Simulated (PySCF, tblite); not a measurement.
C5H9NOSi.
Structure used (GFN2-xTB), in Å, numbered top down from 1:
```
atom  x, y, z in Å
C1     2.101    0.717   -0.064
C2     1.581   -0.482    0.107
C3     0.299   -0.789    0.839
C4    -0.758   -1.294   -0.154
C5    -1.522   -0.099   -0.684
O6    -2.073   -0.082   -1.757
Si7   -1.416    1.284    0.637
N8    -0.292    0.341    1.527
H9     1.631    1.603    0.329
H10    3.019    0.865   -0.605
H11    2.073   -1.357   -0.296
H12    0.517   -1.575    1.577
H13   -0.330   -1.891   -0.959
H14   -1.495   -1.903    0.376
H15   -0.956    2.544    0.048
H16   -2.642    1.457    1.412
H17    0.254    0.672    2.305
```

Computed with wB97X-D/def2-SVPD in PySCF (dipole) on a GFN2-xTB geometry, gas phase.

Take the most abundant isotopes and a rigid rotor. The values belong to one conformer with, in the numbering `[CH2:1]=[CH:2][C@@H:3]1[CH2:4][C:5](=[O:6])[SiH2:7][NH:8]1`, C1–C2–C3–C4 112°, C2–C3–C4–C5 -89°, C3–C4–C5–O6 154°, C4–C5–Si7–N8 8°, C5–Si7–N8–C3 14°.

Task: What are A, B and C (MHz)?

Result: Ia = 207.69, Ib = 335.19, Ic = 401.35 u·Å²; 505379 MHz·u·Å²/I gives A = 2433, B = 1508, C = 1259 MHz.

Task: What kind of rotor is it?

Result: An asymmetric top; Ray's κ = -0.577.

Task: Is it planar, by Δ = Ic − Ia − Ib?

Result: Not planar: Δ = Ic − Ia − Ib = -141.54 u·Å². For a rigid frame Δ = −2 Σ m c², so Σ m c² = 70.77 u·Å² lies off the ab plane: 16.98 from hydrogen and 53.78 from heavier atoms. The atom farthest from that plane is 1.92 Å away.

Task: Predict some low-J microwave lines.

Result: The dipole components are |μa| = 2.85 D, |μb| = 1.37 D, |μc| = 1.60 D. Intensities carry the squares of the components, which stand as 1.00 : 0.23 : 0.31 (a : b : c). Some lines, for components of 0.1 D or more:

```
type  branch         J(Ka,Kc)    MHz  lower level (cm⁻¹)
   b       Q  2(2,0) ← 2(1,1)   2820               0.324
   a       Q  5(1,4) ← 5(1,5)   3598               1.349
   b       Q  5(2,4) ← 5(1,5)   5130               1.349
   b       R  2(2,1) ← 1(1,0)   8559               0.131
   a       R  3(1,2) ← 2(1,1)   8644               0.324
   b       Q  5(5,1) ← 5(4,2)   9359               1.949
   a       R  4(3,2) ← 3(3,1)  11142               0.870
   b       R  5(0,5) ← 4(1,4)  12909               0.913
   a       R  5(0,5) ← 4(0,4)  13201               0.903
   a       R  5(1,4) ← 4(1,3)  14213               0.995
   c       R  5(4,1) ← 4(3,1)  21185               1.243
```

Its GFN2-xTB frequencies are all real (lowest 57 cm⁻¹). Zero-point vibration and centrifugal distortion are left out. A rigid rotor knows nothing of inversion at nitrogen, which can split or shift real lines. Quadrupole hyperfine structure (14N) is left out.
